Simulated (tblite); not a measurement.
Species: C6H12Ge2.
Atom-mapped SMILES: `[GeH3:1][C:2]1([GeH2:3][CH:4]2[CH2:5][CH2:6]2)[CH:7]=[CH:8]1` (hydrogens: H9, H10, H11 on Ge1; H12, H13 on Ge3; H14 on C4; H15, H16 on C5; H17, H18 on C6; H19 on C7; H20 on C8)

Computed with GFN2-xTB (tblite), gas phase: L-BFGS steps from a force-field or distance-geometry start until the largest atomic force falls under 0.01 eV/Å.

The end geometry, which sets the zero of energy:
```
atom  x, y, z in Å
Ge1    -1.7865   -0.9569    0.9702
C2     -1.3095    0.4070   -0.3710
Ge3     0.2322    0.0132   -1.5488
C4      1.9182   -0.1209   -0.5576
C5      2.0335   -1.0904    0.5824
C6      2.0007    0.3735    0.8576
C7     -2.4139    1.3042   -0.9045
C8     -1.6173    1.8598   -0.0528
H9     -0.9731   -0.8583    2.2277
H10    -1.6030   -2.3523    0.4562
H11    -3.2218   -0.8006    1.3828
H12     0.3262    1.1077   -2.5924
H13     0.0182   -1.2714   -2.3166
H14     2.8132    0.0111   -1.1555
H15     2.9649   -1.6207    0.7189
H16     1.1599   -1.6750    0.8441
H17     2.9093    0.8584    1.1841
H18     1.1060    0.7801    1.3111
H19    -3.2493    1.3409   -1.5599
H20    -1.3132    2.7013    0.5210
```

Question: These geometries come from the run, each turned onto the end geometry. Order them by energy, lowest first.
A.
```
atom  x, y, z in Å
Ge1    -1.7922   -0.9968    0.9569
C2     -1.2956    0.3704   -0.3756
Ge3     0.2433    0.0425   -1.5735
C4      1.9174   -0.1729   -0.5814
C5      1.9720   -1.0629    0.6268
C6      2.0646    0.4151    0.7922
C7     -2.4134    1.2798   -0.8604
C8     -1.6045    1.8091   -0.0033
H9     -1.1510   -0.7566    2.2916
H10    -1.4572   -2.4034    0.5630
H11    -3.2725   -0.9192    1.1982
H12     0.3399    1.2200   -2.5251
H13     0.0553   -1.1814   -2.4405
H14     2.8109   -0.1643   -1.1967
H15     2.8578   -1.6610    0.7897
H16     1.0588   -1.5545    0.9407
H17     3.0134    0.8488    1.0746
H18     1.2135    0.9274    1.2198
H19    -3.2659    1.3362   -1.4925
H20    -1.2998    2.6342    0.5922
```
B.
```
atom  x, y, z in Å
Ge1    -1.8059   -0.9884    0.9512
C2     -1.3136    0.4014   -0.3589
Ge3     0.2294    0.0269   -1.5389
C4      1.9217   -0.1592   -0.5672
C5      2.0107   -1.0658    0.6261
C6      2.0680    0.4111    0.8138
C7     -2.4141    1.3042   -0.8932
C8     -1.6328    1.8451   -0.0181
H9     -1.0630   -0.8626    2.2507
H10    -1.5417   -2.3739    0.4450
H11    -3.2647   -0.8876    1.2910
H12     0.3332    1.1529   -2.5475
H13    -0.0044   -1.2279   -2.3511
H14     2.8077   -0.1218   -1.1921
H15     2.9149   -1.6395    0.7703
H16     1.1152   -1.5849    0.9452
H17     3.0098    0.8615    1.0916
H18     1.2084    0.8945    1.2585
H19    -3.2396    1.3508   -1.5606
H20    -1.3446    2.6738    0.5813
```
C.
```
atom  x, y, z in Å
Ge1    -2.2579   -1.0684    0.7954
C2     -1.2669    0.3016   -0.1878
Ge3     0.1424   -0.2656   -1.4341
C4      1.9486   -0.1478   -0.6598
C5      2.3727   -0.8940    0.5706
C6      2.1190    0.5776    0.6443
C7     -2.1148    1.4956   -0.6112
C8     -1.2854    1.7269    0.3505
H9     -2.4058   -0.7448    2.2562
H10    -1.6894   -2.4488    0.6688
H11    -3.6566   -1.1071    0.2422
H12     0.0925    0.6858   -2.6161
H13    -0.1953   -1.6405   -1.9745
H14     2.7170    0.0101   -1.4053
H15     3.3924   -1.2520    0.6212
H16     1.6661   -1.5632    1.0513
H17     2.9415    1.2715    0.7532
H18     1.2190    0.9072    1.1535
H19    -2.8800    1.7790   -1.2887
H20    -0.8647    2.3875    1.0673
```
D.
```
atom  x, y, z in Å
Ge1    -2.2169   -1.0822    0.8128
C2     -1.3297    0.3237   -0.2581
Ge3     0.1470   -0.2093   -1.4642
C4      1.9316   -0.0783   -0.6566
C5      2.2669   -0.9080    0.5507
C6      2.1467    0.5699    0.6808
C7     -2.1673    1.5249   -0.6652
C8     -1.3410    1.7321    0.3056
H9     -2.2535   -0.7089    2.2679
H10    -1.5478   -2.4218    0.7192
H11    -3.6482   -1.2624    0.4038
H12     0.0938    0.6346   -2.7183
H13    -0.0623   -1.6312   -1.9240
H14     2.7355    0.0598   -1.3721
H15     3.2475   -1.3571    0.6127
H16     1.4827   -1.5191    0.9766
H17     3.0468    1.1500    0.8237
H18     1.2896    0.9583    1.2104
H19    -2.9072    1.8618   -1.3497
H20    -0.9195    2.3739    1.0410
```
E.
```
atom  x, y, z in Å
Ge1    -1.9315   -1.0383    0.9017
C2     -1.3099    0.3755   -0.3309
Ge3     0.1723   -0.0860   -1.5562
C4      1.8912   -0.1535   -0.6206
C5      2.0659   -1.0117    0.5976
C6      2.0498    0.4719    0.7352
C7     -2.3035    1.4465   -0.7462
C8     -1.4333    1.8205    0.1331
H9     -1.7661   -0.6401    2.3432
H10    -1.1900   -2.3292    0.7240
H11    -3.3900   -1.3381    0.7187
H12     0.2665    0.9506   -2.6521
H13    -0.0821   -1.4051   -2.2424
H14     2.7584   -0.0823   -1.2671
H15     2.9982   -1.5413    0.7272
H16     1.2052   -1.5504    0.9732
H17     2.9687    0.9932    0.9599
H18     1.1798    0.9155    1.2002
H19    -3.1407    1.6484   -1.3702
H20    -1.0144    2.5647    0.7688
```

Answer: B (0.003 eV), A (0.010 eV), E (0.037 eV), D (0.069 eV), C (0.124 eV).

In the order of the answer:

| step | E above end (eV) | largest force (eV/Å) | rms force component (eV/Å) | rms distance from end (Å) | rms bond change (Å) | bond most changed (Å) |
| --- | --- | --- | --- | --- | --- | --- |
| 153 | 0.003 | 0.03 | 0.009 | 0.087 | 0.001 | C2–Ge3 -0.001 |
| 119 | 0.010 | 0.07 | 0.019 | 0.136 | 0.001 | Ge3–C4 -0.002 |
| 87 | 0.037 | 0.08 | 0.024 | 0.351 | 0.002 | Ge1–C2 +0.005 |
| 48 | 0.069 | 0.07 | 0.021 | 0.557 | 0.002 | Ge1–C2 +0.006 |
| 10 | 0.124 | 0.28 | 0.079 | 0.614 | 0.006 | Ge1–C2 -0.015 |

What follows is the cost of the whole relaxation. The run took 2.6 s of wall time on an Arm Neoverse N1 with one thread, no GPU (shared host).
